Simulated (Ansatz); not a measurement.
`CB(C)[SiH2]Cl` + `N[Si](O)(F)Cl` → `CO[Si](N)(F)Cl` + `CB[SiH2]Cl`  (substitution at a C–B bond)

Calculated with Ansatz (gas phase, PBE0-D4/def2-TZVP geometries, no zero-point term in ΔE). CCSD(T)/CBS is the MP2 limit (def2-TZVPP, def2-QZVPP) plus CCSD(T) − MP2 in def2-TZVPP, frozen cores. DFT in def2-TZVPP. B3LYP here is the variant with VWN-RPA as its local correlation; programs differ in this. One conformer a species, not always the lowest.

Task: Is it downhill or uphill in electronic energy at CCSD(T)/CBS, and by how much? (Best estimate.)

Result: Ansatz gave: Uphill: ΔE = +110.0 kJ/mol.

Task: What do these levels give: r2SCAN-D4, PBE0-D4, B3LYP, CCSD(T)/def2-TZVPP, HF/def2-QZVPP, HF/CBS(def2)? (Estimate.)

Result: Ansatz gave: r2SCAN-D4 112.2, PBE0-D4 111.5, B3LYP 100.3, CCSD(T)/def2-TZVPP 107.3, HF/def2-QZVPP 87.0, HF/CBS(def2) 86.9 kJ/mol.

Largest T1 diagnostic among the species: 0.010.

In def2-TZVPP, CCSD(T) changes the Hartree–Fock value by +19.7 kJ/mol (the triples alone add +2.2 kJ/mol) and MP2 by +26.6 kJ/mol.
